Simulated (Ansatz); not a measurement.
Ansatz (a quantum-chemistry and plane-wave program) input (RI-MP2/def2-TZVPPD):
A basis named .json is the Basis Set Exchange file of that set.

Ansatz 0.2 input:
```yaml
crystal:
  periodic: [false, false, false]
  atoms:
    - {symbol: Cu, position_ang: [-0.00000000, -0.00000000, -0.05332008]}
    - {symbol: H, position_ang: [0.00000000, 0.00000000, 1.54628228]}
basis:
  gaussian:
    orbitals: def2-TZVPPD.json
    fitting: {mean_field: def2-universal-jkfit, correlation: def2-TZVPPD-RIFIT.json}
magnetization: {spin_polarized: true, initial_magnetization: 2}
correlation: {method: mp2, electrons: outside_noble_gas}
```

Output:

```
Functional definition: HF
integrals: 0.02 GiB planned
282 factors; integrals over basis functions are off by at most 1.2e0 eV
264 factors; integrals over basis functions are off by at most 1.7e2 eV
mean field: 0.13 GiB planned
mean field evaluation 1: about -44607.6904 eV, gradient 3.6e1 eV
mean field evaluation 2: about -44605.0980 eV, gradient 6.3e1 eV
mean field evaluation 4: about -44610.4897 eV, gradient 2.4e0 eV
mean field evaluation 8: about -44610.1761 eV, gradient 3.2e0 eV
mean field evaluation 16: about -44611.7323 eV, gradient 1.2e1 eV
mean field evaluation 32: about -44611.8273 eV, gradient 6.0e-1 eV
mean field evaluation 64: about -44611.7568 eV, gradient 1.5e0 eV
mean field -44612.01767964 eV, -1639.4614106152 hartree, gradient 2.8e-6 eV, S^2 2.004802; 8 other end points of the search recorded, 0 dependent functions left out
9 core orbitals not correlated
reference -44612.01767964 eV, -1639.4614106152 hartree; 7, 5 occupied and 68, 70 virtual orbitals, 264 factors
second order -10.94213918 eV of doubles, -0.00000000 eV of singles
Total energy: -44622.95981882 eV, -1639.8635268131 hartree
```

This is an excited triplet: at this geometry the singlet lies 2.53 eV lower at CCSD(T)/CBS(def2-TZVPPD,def2-QZVPPD).
